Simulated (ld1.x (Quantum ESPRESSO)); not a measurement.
**What the settings do to the TM potential of silicon**

Base potential:

silicon (Si), norm-conserving Troullier–Martins (Kleinman–Bylander form), made with ld1.x (Quantum ESPRESSO) 7.5 (PBEsol, scalar-relativistic). Core [Ne], reference 3s1.5 3p2.5. Waves: 3s (bound): rc 1.35 bohr; 3p (bound): rc 2.40 bohr; 3d channel at 0.2 Ry: rc 2.05 bohr. Local part: all-electron potential smoothed inside 2.25 bohr (lloc = -1). Core correction: a·sin(br)/r model core inside 0.90 bohr.

Cutoffs, loose and tight: the cutoffs (Ry, on a coarse ladder) from which the occupation-weighted sum of valence levels, in a spherical-Bessel basis at the reference potential, stays within 10 and 1 mRy of its value at 400 Ry. They do not see the model core or the augmentation charge, which bear on the density cutoff. Test errors are all-electron minus pseudo excitation energies from the reference, over the configurations 3s2 3p2; 3s2 3p1; 3s2 3p0; 3s0 3p4; 3s2 3p2.3; 3s1 3p3; 3s1 3p2. A dash means not determined; rows that change the core or the reference have their own tests.

A true bound ghost makes a file unfit for plane-wave use even where its test errors are small: the radial tests pick states by their node count and pass the ghost by.

Cutoffs are not given where the Bessel-basis levels miss the radial ones by over 6 mRy, ghosts where they miss by over 20 mRy; a channel whose overlap is not positive is not tested.

| change | outcome | cutoff, loose | cutoff, tight | bound ghosts | largest test error (meV) |
| --- | --- | --- | --- | --- | --- |
| base | generated | 35 Ry | 70 Ry | none | +14 |
| wave 3s (bound): rc 1.35 bohr becomes 3s (bound): rc 1.00 bohr | generated | 200 Ry | over 300 Ry | s | -31 |
| wave 3s (bound): rc 1.35 bohr becomes 3s (bound): rc 1.38 bohr | generated | 35 Ry | 70 Ry | none | +14 |
| wave 3s (bound): rc 1.35 bohr becomes 3s (bound): rc 1.56 bohr | generated | 15 Ry | 35 Ry | none | +12 |
| wave 3s (bound): rc 1.35 bohr becomes 3s (bound): rc 1.68 bohr | generated | 15 Ry | 35 Ry | none | +12 |
| wave 3s (bound): rc 1.35 bohr becomes 3s (bound): rc 2.04 bohr | generated | 12 Ry | 30 Ry | none | +17 |

(1) What comes out with this change to the base: wave 3s (bound): rc 1.35 bohr becomes 3s (bound): rc 1.20 bohr?

(2) What comes out with this change to the base: wave 3s (bound): rc 1.35 bohr becomes 3s (bound): rc 1.84 bohr?

(3) What comes out with this change to the base: wave 3s (bound): rc 1.35 bohr becomes 3s (bound): rc 0.88 bohr?

Results:

(1) outcome: generated; cutoff, loose: 50 Ry; cutoff, tight: 110 Ry; bound ghosts: none; largest test error (meV): +14.

(2) outcome: generated; cutoff, loose: 12 Ry; cutoff, tight: 35 Ry; bound ghosts: none; largest test error (meV): +13.

(3) outcome: generated; bound ghosts: not determined; largest test error (meV): +62.

Reading the sweep of the s radius (base included, trends over the rows without a ghost): The loose cutoff falls from 50 Ry at 1.2 to 12 Ry at 2.04 bohr. A larger radius leaves more room for a smooth pseudo-wave, so fewer plane waves are needed; a smaller one forces it to follow the all-electron wave where it bends sharply. The median size of the test errors (rows with all tests solved) stays near 0.5 meV. Bound ghosts are found at 1 bohr.
